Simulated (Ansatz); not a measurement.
Isomers of C2H6OSi. All species are isolated molecules in the gas phase. One relaxed conformer stands for each flexible species; it need not be the lowest. Strings in code marks are SMILES.

Quantity: vertical ionisation energy (energy after one electron is removed minus that of the parent at the parent's geometry), in eV.

Case: `O[C@@H]1C[SiH2]1` (H–O–C–Si torsion 142°). Geometry of `[SiH2]1C[C@H]1O` (neutral, multiplicity 1, Å):

```xyz
10

O     -0.9826    -1.1623    -1.0231
C     -0.2887    -0.6855     0.1070
C     -0.3677     0.8288     0.4107
Si     1.3133     0.2315    -0.1178
H     -1.9289    -1.0501    -0.8657
H     -0.3889    -1.3167     0.9897
H     -0.5917     1.1203     1.4306
H     -0.9137     1.4051    -0.3299
H      2.3874     0.0657     0.8773
H      1.7615     0.5632    -1.4789
```

Q: What vertical ionisation energy (energy after one electron is removed minus that of the parent at the parent's geometry) does frozen-core MP2/cc-pVTZ // B3LYP-D3(BJ)/def2-TZVP (Ansatz, an electronic-structure program) give?

A: 9.21 eV.
